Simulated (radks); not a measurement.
Charge is removed step by step from the 1s down level of Li+, starting from 1s(up 1, down 1). All-electron calculation, non-relativistic Kohn-Sham, LDA (Slater exchange, Perdew-Wang correlation), spin-polarised, spherical densities, point nucleus. Program: a radial shooting solver on a logarithmic mesh with Libxc functionals.

| removed (e) | E - E(0) (eV) | eigenvalue (eV) |
|---|---|---|
| 0 | 0.000 | -59.591 |
| 0.25 | 15.883 | -67.475 |
| 0.5 | 33.725 | -75.200 |
| 0.75 | 53.428 | -82.224 |

The mean slope of the eigenvalue, de/dn, is 30.2 eV per electron.
